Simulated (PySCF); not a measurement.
**Polarisability and C₆ of Mo⁺ (molybdenum, charge +1)**

[Kr] 4d5, high-spin 6S determinant. Calculation: PySCF 2.14, in aug-cc-pwCVTZ-DK with one added diffuse shell each of s, p, d, f, g type (12s11p9d5f4g, 161 functions); scalar relativity by spin-free X2C-1e. Coupled (time-dependent) response in atomic units; α is the mean over directions.

| method | mean α (bohr³) | C₆ (like pair) | S(−4) |
| --- | --- | --- | --- |
| PBE0 | 20.47 | 132.8 | 247.3 |

S(−4) is the Cauchy moment in α(ω) = α(0) + S(−4) ω² + …

α(iu) at PBE0:

| u (hartree) | α(iu) (bohr³) |
| --- | --- |
| 0 | 20.47 |
| 0.0500 | 19.88 |
| 0.100 | 18.41 |
| 0.200 | 14.90 |
| 0.300 | 12.10 |
| 0.500 | 8.575 |
| 0.750 | 6.087 |
| 1.00 | 4.577 |
| 1.50 | 2.867 |
| 2.00 | 1.957 |
| 3.00 | 1.069 |
| 5.00 | 0.4640 |

A single London oscillator, α(iu) = α/(1 + u²/ω²), gives C₆ = (3/4) ω α². Matching the computed C₆ needs ω = 4 × 132.8 / (3 × 20.47²) = 0.423 hartree.

For an ion, C₆ is the dispersion term alone; charge-induced terms of lower order in 1/R come first.
